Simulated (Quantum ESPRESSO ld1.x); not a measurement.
Values are calculated unless marked as measured or tabulated.
Ni12+, configuration [Ne] 3s2 3p3 6p1 (not the ground configuration). Level of theory: scalar-relativistic Kohn-Sham, LDA (Slater exchange, Perdew-Wang correlation), spin-polarised, spherical densities, point nucleus; open shells are filled with parallel spins first (ld1.x of Quantum ESPRESSO 7.5).

Normalised radial functions P(r) = r R(r), r in bohr:

```
   r/bohr * 2p up, o 3s down, + 6p down (the largest magnitude, 2.11, reaches the edge; | marks zero, & curves that meet)
 0.006194                             &  o
 0.009314                             +*  o
  0.01412                             +*   o
   0.0214                             +  *  o
  0.03219                             |+    &
  0.04879                             |+  o     *
  0.07396                            o| +              *
   0.1112                      o      |  +                    *
   0.1686                   o         | +                        *
   0.2535                        o    +                     *
   0.3843                          +  |         o *
   0.5826                           + |  *              o
   0.8762                             *   +       o
    1.328                             *+ o
    2.013                       +     &
    3.028                             &     +
     4.59                             &     +
    6.902                             &
    10.46                             &
```

2p up: eigenvalue -1239.7 eV, 0 radial nodes, <r> = 0.214 bohr, 90 % of the charge inside 0.349 bohr. 3s down: eigenvalue -431.52 eV, 2 radial nodes at r = 0.0702, 0.295 bohr, <r> = 0.645 bohr, 90 % of the charge inside 0.941 bohr. 6p down (empty): eigenvalue -72.384 eV, 4 radial nodes at r = 0.243, 0.677, 1.40, 2.58 bohr, <r> = 3.44 bohr, 90 % of the charge inside 4.72 bohr.
